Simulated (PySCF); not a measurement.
Isomers of C7H7F, one GFN2-xTB conformer each. Single-point energies are computed at PBE0/pcSseg-1 (PySCF, gas phase, no added dispersion term), electronic only.

Question: Rank them by PBE0/pcSseg-1 energy, lowest first (kcal/mol).
A. `[CH:1]#[C:2][C:3](/[CH:4]=[CH:5]/[CH3:6])=[CH:7]/[F:8]` with C2–C3–C4–C5 0°
B. `[CH:1]#[C:2][C@H:3]1[CH2:4][CH2:5][CH:6]=[C:7]1[F:8]` with C2–C3–C4–C5 98°, C3–C4–C5–C6 20°, C4–C5–C6–C7 -13°, C2–C3–C7–C6 -106°

Answer: B (0.0), A (10.3).

GFN2-xTB itself gives, in the same order: 0.0, 19.7. Both levels put the same isomer lowest.

Question: Which frontier levels, dipoles and rotational constants go with these structures?

Answer: 
```json
{"SMILES": "C#C[C@H]1CCC=C1F", "HOMO (eV, PBE0/pcSseg-1)": "-7.17", "LUMO (eV)": "0.37", "dipole (D)": "1.88", "A, B, C (MHz)": "2657, 2095, 1392"}
{"SMILES": "C#CC(/C=C/C)=C/F", "HOMO (eV, PBE0/pcSseg-1)": "-6.52", "LUMO (eV)": "-1.06", "dipole (D)": "1.16", "A, B, C (MHz)": "2291, 1505, 913.5"}
```
